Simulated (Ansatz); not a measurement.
Born–Oppenheimer molecular dynamics of C₃H₁₀OSi (15 atoms, charge 0, multiplicity 1). It starts at the highest image of a converged band. Of that band: Beside the main top the profile has a ripple of under 15 meV (maxima at images 1, 5), which may be a very shallow well or noise. Neighbouring images differ by up to 3.9 eV, so the band resolves the path poorly. A vibrational analysis at the climbing image gives one clearly imaginary mode, 1795i cm⁻¹: a first-order saddle point.

Level of theory: Ansatz 0.2.0, RKS BHLYP-D4/6-31G*.

```
ensemble                      : NVE (velocity Verlet)
time step                     : 0.5 fs
steps asked                   : 200
starting velocities drawn for : 100 K
seed                          : 4332
```

Frames 1 fs apart, positions in Å, forces in eV/Å.

Velocities at 60.0 fs (Å/ps):

```
Si -2.42 -0.97 2.70
H 70.89 -0.39 -108.66
O -5.87 -4.32 10.27
C -2.39 1.87 3.88
H 66.86 2.52 -85.72
C 1.49 0.86 -0.07
C 2.92 5.33 -4.42
H -3.40 -2.02 -8.56
H 2.11 0.79 -5.00
H -15.20 2.07 1.52
H 0.02 -17.46 0.30
H 6.31 2.76 -4.42
H -2.48 -1.51 -11.73
H -1.90 12.87 -3.01
H 13.41 -0.30 -5.98
```

```xyz
15
Properties=species:S:1:pos:R:3:forces:R:3 time_fs=60.0 energy_less_start_eV=-1.599 T=1052
Si -0.365 0.043 0.277 2.08 -0.21 -2.30
H 4.587 -0.240 -5.276 0.19 0.06 -1.56
O -0.616 -0.130 1.838 -1.99 0.21 2.49
C 0.760 -0.550 1.682 0.12 0.09 -0.81
H 4.504 -0.265 -4.582 -0.19 -0.06 1.56
C -0.996 -1.138 -1.060 0.03 -0.65 1.51
C -0.081 1.743 -0.475 -0.81 0.58 0.90
H 0.867 -1.587 1.988 0.05 0.02 -0.32
H 1.437 0.080 2.263 -0.16 0.02 -0.40
H -0.727 -2.146 -0.750 -0.03 -0.07 0.07
H -0.478 -0.982 -1.984 0.05 0.40 -0.55
H -2.071 -1.156 -1.189 -0.11 0.29 -0.24
H -0.970 2.409 -0.492 0.42 -0.58 0.15
H 0.661 2.243 0.157 -0.02 0.00 -0.50
H 0.235 1.668 -1.508 0.37 -0.08 0.00
15
Properties=species:S:1:pos:R:3:forces:R:3 time_fs=61.0 energy_less_start_eV=-1.657 T=1085
Si -0.367 0.042 0.280 2.09 -0.09 -2.01
H 4.659 -0.240 -5.391 0.01 0.00 -0.05
O -0.622 -0.135 1.849 -1.82 0.25 2.10
C 0.758 -0.549 1.686 -0.06 0.01 -0.94
H 4.571 -0.262 -4.662 -0.01 0.00 0.05
C -0.995 -1.137 -1.059 0.02 -0.59 1.44
C -0.078 1.749 -0.479 -0.72 0.36 0.77
H 0.864 -1.589 1.978 0.09 0.04 -0.28
H 1.438 0.081 2.257 -0.11 0.06 -0.29
H -0.742 -2.144 -0.748 0.04 -0.22 0.14
H -0.478 -0.997 -1.986 0.10 0.44 -0.53
H -2.065 -1.152 -1.195 -0.25 0.32 -0.24
H -0.970 2.405 -0.503 0.37 -0.50 0.13
H 0.659 2.256 0.152 -0.03 -0.01 -0.46
H 0.250 1.667 -1.514 0.27 -0.07 0.18
15
Properties=species:S:1:pos:R:3:forces:R:3 time_fs=62.0 energy_less_start_eV=-1.677 T=1098
Si -0.369 0.041 0.281 2.09 0.02 -1.64
H 4.731 -0.240 -5.506 -0.15 -0.03 1.20
O -0.630 -0.139 1.861 -1.60 0.28 1.64
C 0.755 -0.547 1.688 -0.31 -0.07 -1.10
H 4.637 -0.260 -4.742 0.15 0.03 -1.20
C -0.993 -1.137 -1.057 0.04 -0.52 1.15
C -0.076 1.755 -0.483 -0.50 0.01 0.58
H 0.862 -1.591 1.966 0.13 0.05 -0.23
H 1.438 0.082 2.247 -0.03 0.13 -0.17
H -0.757 -2.145 -0.745 0.09 -0.30 0.18
H -0.477 -1.008 -1.994 0.04 0.43 -0.30
H -2.062 -1.145 -1.202 -0.28 0.34 -0.22
H -0.967 2.396 -0.512 0.16 -0.31 0.09
H 0.657 2.269 0.142 0.02 0.01 -0.35
H 0.268 1.666 -1.518 0.15 -0.06 0.36
15
Properties=species:S:1:pos:R:3:forces:R:3 time_fs=63.0 energy_less_start_eV=-1.697 T=1110
Si -0.369 0.040 0.282 2.05 0.12 -1.22
H 4.801 -0.240 -5.610 -0.20 -0.04 1.61
O -0.638 -0.143 1.874 -1.33 0.29 1.13
C 0.753 -0.545 1.690 -0.57 -0.11 -1.24
H 4.704 -0.257 -4.832 0.20 0.04 -1.61
C -0.991 -1.137 -1.055 0.02 -0.50 0.74
C -0.074 1.761 -0.486 -0.20 -0.44 0.42
H 0.861 -1.592 1.951 0.17 0.04 -0.16
H 1.438 0.085 2.236 0.05 0.18 -0.05
H -0.771 -2.148 -0.740 0.11 -0.28 0.17
H -0.475 -1.015 -2.004 -0.06 0.38 0.06
H -2.062 -1.135 -1.212 -0.21 0.34 -0.16
H -0.963 2.384 -0.521 -0.14 -0.04 0.03
H 0.655 2.282 0.129 0.09 0.07 -0.19
H 0.287 1.664 -1.518 0.03 -0.05 0.46
15
Properties=species:S:1:pos:R:3:forces:R:3 time_fs=64.0 energy_less_start_eV=-1.747 T=1140
Si -0.369 0.039 0.283 1.99 0.21 -0.77
H 4.869 -0.241 -5.699 -0.14 -0.02 1.15
O -0.647 -0.146 1.888 -1.04 0.30 0.62
C 0.750 -0.543 1.691 -0.78 -0.10 -1.32
H 4.773 -0.255 -4.937 0.14 0.02 -1.15
C -0.990 -1.138 -1.052 -0.06 -0.53 0.35
C -0.073 1.766 -0.488 0.07 -0.85 0.34
H 0.861 -1.593 1.934 0.19 0.03 -0.10
H 1.439 0.089 2.224 0.09 0.19 0.04
H -0.784 -2.154 -0.733 0.09 -0.17 0.11
H -0.474 -1.019 -2.013 -0.15 0.31 0.41
H -2.063 -1.121 -1.224 -0.04 0.31 -0.07
H -0.960 2.372 -0.530 -0.44 0.21 -0.03
H 0.654 2.295 0.114 0.16 0.12 -0.01
H 0.306 1.662 -1.515 -0.07 -0.05 0.44
15
Properties=species:S:1:pos:R:3:forces:R:3 time_fs=65.0 energy_less_start_eV=-1.785 T=1161
Si -0.368 0.038 0.283 1.90 0.30 -0.33
H 4.936 -0.242 -5.778 0.02 0.00 -0.14
O -0.657 -0.150 1.903 -0.73 0.29 0.11
C 0.746 -0.541 1.691 -0.92 -0.02 -1.32
H 4.844 -0.251 -5.053 -0.02 0.00 0.14
C -0.988 -1.139 -1.048 -0.20 -0.58 0.06
C -0.071 1.771 -0.491 0.22 -1.11 0.38
H 0.864 -1.593 1.917 0.21 0.02 -0.03
H 1.440 0.096 2.213 0.07 0.14 0.06
H -0.796 -2.161 -0.726 0.06 0.00 0.03
H -0.474 -1.019 -2.019 -0.18 0.24 0.64
H -2.064 -1.104 -1.236 0.15 0.27 0.03
H -0.961 2.361 -0.539 -0.59 0.36 -0.09
H 0.654 2.310 0.099 0.17 0.15 0.14
H 0.325 1.659 -1.507 -0.14 -0.06 0.31
15
Properties=species:S:1:pos:R:3:forces:R:3 time_fs=66.0 energy_less_start_eV=-1.769 T=1153
Si -0.367 0.038 0.284 1.78 0.37 0.07
H 5.004 -0.243 -5.859 0.21 0.01 -1.62
O -0.668 -0.153 1.917 -0.42 0.27 -0.37
C 0.742 -0.540 1.690 -0.97 0.09 -1.24
H 4.914 -0.248 -5.167 -0.21 -0.01 1.62
C -0.987 -1.141 -1.045 -0.37 -0.61 -0.05
C -0.070 1.775 -0.493 0.18 -1.15 0.53
H 0.868 -1.593 1.899 0.20 0.03 0.03
H 1.442 0.103 2.202 -0.01 0.04 0.04
H -0.807 -2.169 -0.718 0.02 0.16 -0.06
H -0.476 -1.018 -2.018 -0.13 0.18 0.71
H -2.065 -1.085 -1.248 0.30 0.20 0.13
H -0.968 2.354 -0.549 -0.51 0.35 -0.12
H 0.656 2.326 0.085 0.11 0.14 0.23
H 0.342 1.655 -1.496 -0.17 -0.08 0.10
15
Properties=species:S:1:pos:R:3:forces:R:3 time_fs=67.0 energy_less_start_eV=-1.769 T=1153
Si -0.365 0.037 0.284 1.62 0.44 0.42
H 5.073 -0.244 -5.954 0.24 0.00 -1.83
O -0.678 -0.157 1.931 -0.11 0.25 -0.81
C 0.736 -0.538 1.688 -0.94 0.21 -1.10
H 4.983 -0.245 -5.266 -0.24 0.00 1.83
C -0.986 -1.143 -1.041 -0.54 -0.57 0.00
C -0.068 1.778 -0.494 -0.02 -0.99 0.74
H 0.874 -1.593 1.882 0.18 0.05 0.07
H 1.444 0.112 2.192 -0.13 -0.08 0.00
H -0.819 -2.175 -0.711 -0.01 0.26 -0.13
H -0.480 -1.014 -2.011 0.01 0.13 0.60
H -2.062 -1.064 -1.258 0.36 0.12 0.22
H -0.979 2.351 -0.560 -0.22 0.21 -0.14
H 0.659 2.343 0.074 -0.02 0.07 0.27
H 0.358 1.651 -1.485 -0.18 -0.11 -0.15
15
Properties=species:S:1:pos:R:3:forces:R:3 time_fs=68.0 energy_less_start_eV=-1.800 T=1170
Si -0.362 0.036 0.284 1.43 0.49 0.72
H 5.144 -0.245 -6.065 0.07 0.00 -0.50
O -0.689 -0.160 1.945 0.18 0.22 -1.21
C 0.730 -0.536 1.685 -0.88 0.29 -0.93
H 5.049 -0.242 -5.349 -0.07 0.00 0.50
C -0.985 -1.145 -1.038 -0.67 -0.44 0.20
C -0.066 1.780 -0.495 -0.26 -0.73 0.91
H 0.882 -1.593 1.865 0.14 0.09 0.11
H 1.444 0.119 2.181 -0.23 -0.18 -0.04
H -0.830 -2.178 -0.705 -0.03 0.28 -0.16
H -0.483 -1.009 -1.998 0.20 0.09 0.35
H -2.056 -1.042 -1.267 0.31 0.05 0.28
H -0.993 2.349 -0.572 0.16 0.01 -0.13
H 0.662 2.361 0.065 -0.18 -0.03 0.25
H 0.372 1.645 -1.474 -0.17 -0.12 -0.34
15
Properties=species:S:1:pos:R:3:forces:R:3 time_fs=69.0 energy_less_start_eV=-1.775 T=1156
Si -0.359 0.036 0.285 1.20 0.52 0.94
H 5.216 -0.245 -6.181 -0.12 0.01 0.92
O -0.700 -0.163 1.958 0.46 0.19 -1.56
C 0.724 -0.534 1.681 -0.80 0.31 -0.74
H 5.115 -0.239 -5.427 0.12 -0.01 -0.92
C -0.985 -1.148 -1.034 -0.72 -0.22 0.46
C -0.065 1.782 -0.496 -0.45 -0.50 0.96
H 0.892 -1.592 1.849 0.09 0.13 0.14
H 1.443 0.124 2.171 -0.29 -0.23 -0.05
H -0.842 -2.179 -0.700 -0.04 0.19 -0.16
H -0.484 -1.004 -1.982 0.42 0.06 0.03
H -2.047 -1.019 -1.272 0.16 -0.02 0.30
H -1.004 2.348 -0.586 0.49 -0.17 -0.11
H 0.663 2.379 0.058 -0.33 -0.15 0.22
H 0.385 1.639 -1.467 -0.19 -0.12 -0.41
15
Properties=species:S:1:pos:R:3:forces:R:3 time_fs=70.0 energy_less_start_eV=-1.727 T=1128
Si -0.356 0.036 0.286 0.95 0.55 1.09
H 5.287 -0.246 -6.289 -0.21 0.02 1.58
O -0.710 -0.166 1.970 0.70 0.16 -1.86
C 0.716 -0.531 1.677 -0.73 0.26 -0.57
H 5.182 -0.237 -5.513 0.21 -0.02 -1.58
C -0.986 -1.151 -1.030 -0.67 0.07 0.67
C -0.063 1.783 -0.495 -0.51 -0.37 0.87
H 0.902 -1.589 1.835 0.02 0.16 0.15
H 1.438 0.128 2.159 -0.28 -0.22 -0.02
H -0.854 -2.179 -0.697 -0.03 0.03 -0.13
H -0.481 -0.997 -1.966 0.58 0.03 -0.24
H -2.037 -0.996 -1.276 -0.04 -0.06 0.28
H -1.012 2.345 -0.600 0.68 -0.27 -0.08
H 0.660 2.395 0.053 -0.42 -0.23 0.19
H 0.395 1.631 -1.464 -0.23 -0.10 -0.35
15
Properties=species:S:1:pos:R:3:forces:R:3 time_fs=71.0 energy_less_start_eV=-1.721 T=1125
Si -0.352 0.036 0.287 0.67 0.58 1.17
H 5.356 -0.247 -6.383 -0.19 0.02 1.36
O -0.720 -0.168 1.980 0.90 0.13 -2.11
C 0.708 -0.529 1.672 -0.66 0.15 -0.39
H 5.251 -0.234 -5.614 0.19 -0.02 -1.36
C -0.987 -1.154 -1.025 -0.51 0.39 0.73
C -0.062 1.784 -0.494 -0.43 -0.40 0.65
H 0.912 -1.585 1.822 -0.05 0.16 0.16
H 1.431 0.129 2.148 -0.22 -0.14 0.04
H -0.867 -2.177 -0.696 -0.03 -0.15 -0.09
H -0.473 -0.991 -1.952 0.62 -0.02 -0.34
H -2.027 -0.974 -1.276 -0.24 -0.10 0.23
H -1.013 2.339 -0.616 0.67 -0.28 -0.06
H 0.654 2.409 0.051 -0.44 -0.28 0.18
H 0.404 1.623 -1.464 -0.29 -0.05 -0.17
```

Of the whole run (100 fs, mean temperature of the second half 1116 K): The conserved energy stayed within 0.12 meV per atom of its start (net change 0.047 meV per atom), so the integration is sound. The kinetic energy rose, since the run started high on the potential surface and went downhill. It ends in pieces (C3H8OSi + H2), so much of that is their flight and rotation, not heat. A run of 0.1 ps of so small a system gives no equilibrium averages. The orbitals stay closed-shell, which can raise the energy where a bond breaks towards radicals; this wasn't checked here.

The run took 7.8 min on 2 threads of AMD EPYC 7R43 64-Core Processor (Zen 3), on a shared host, peak memory 0.24 GiB.
